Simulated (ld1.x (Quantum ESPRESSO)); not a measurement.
B (Z = 5) TM semilocal: all-electron and pseudo phase curves

| Property | Result |
| --- | --- |
| Element | B (Z = 5) |
| Generator | ld1.x (Quantum ESPRESSO) 7.5 |
| Type | norm-conserving Troullier–Martins (semilocal form) |
| Functional | PBE |
| Relativity | scalar-relativistic |
| Frozen core | [He] |
| Valence charge | 3 |
| Reference configuration | 2s2 2p1 |
| Partial waves | 2p (bound): rc 2.70 bohr; 3d channel at 0.05 Ry: rc 2.40 bohr; 2s (bound): rc 1.50 bohr |
| Local potential | the s channel |
| Core correction | none |

The phase is arctan(r·u′/u) with u = r·R(r), unwrapped; energies in Ry, scanned from -3 to 5 Ry. A pole is an energy at which the radial function vanishes at the test radius. The pseudo phase is shifted by a multiple of π to meet the all-electron one at the reference energy, and phase errors are pseudo minus all-electron; the curves can meet again beyond the range given. Levels narrower than the energy grid can be missing from the lists of poles.

```tsv
channel	radius (bohr)	reference energy (Ry)	poles, all-electron	poles, pseudo	unbroken range about the reference energy with phases within 0.05 rad	phase error 1 Ry above the reference energy (rad)
s	2.96	-0.69	-0.35, 4.03	-0.35, 3.88	below 1.4	-0.002
p	2.96	-0.27	0.13, 3.77	0.15, 4.45	below 0.9	+0.034
d	2.96	0.05	2.40	2.42	below 4.1	+0.002
```

Phases in the s channel:

```csv
E (Ry),all-electron,pseudo
-3.00,1.353,1.353
-2.76,1.341,1.341
-2.52,1.326,1.326
-2.28,1.307,1.307
-2.04,1.282,1.282
-1.80,1.247,1.247
-1.56,1.194,1.194
-1.32,1.097,1.097
-1.08,0.851,0.850
-0.84,-0.224,-0.225
-0.60,-1.308,-1.308
-0.36,-1.564,-1.564
-0.12,-1.676,-1.676
0.12,-1.752,-1.753
0.36,-1.822,-1.824
0.60,-1.901,-1.905
0.84,-2.009,-2.016
1.08,-2.182,-2.197
1.32,-2.510,-2.548
1.56,-3.133,-3.209
1.80,-3.804,-3.866
2.04,-4.174,-4.210
2.28,-4.361,-4.385
2.52,-4.469,-4.487
2.76,-4.539,-4.554
3.00,-4.589,-4.603
3.24,-4.627,-4.640
3.48,-4.658,-4.670
3.72,-4.684,-4.696
3.96,-4.706,-4.720
4.20,-4.727,-4.742
4.44,-4.747,-4.764
4.68,-4.767,-4.787
4.92,-4.787,-4.811
```
